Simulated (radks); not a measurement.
Results of a calculation; reference values are marked as such.
Valence configurations of Ar IV (all share [Ne]). Code: a radial shooting solver on a logarithmic mesh with Libxc functionals. Model: non-relativistic Kohn-Sham, PBE, spin-unpolarised, spherical densities, point nucleus. Order these by energy: 3s2 3p3; 3s1 3p4; 3p5; 3s1.5 3p3.5; 3s0.5 3p4.5.

Answer. From the lowest, in eV above it: 3s2 3p3 0.000; 3s1.5 3p3.5 7.681; 3s1 3p4 15.371; 3s0.5 3p4.5 23.069; 3p5 30.774. NIST lists [Ne] 3s2 3p3 as the ground configuration; this level of theory agrees among the configurations tried. The energies are those of spherical spin-averaged densities, not of single terms.
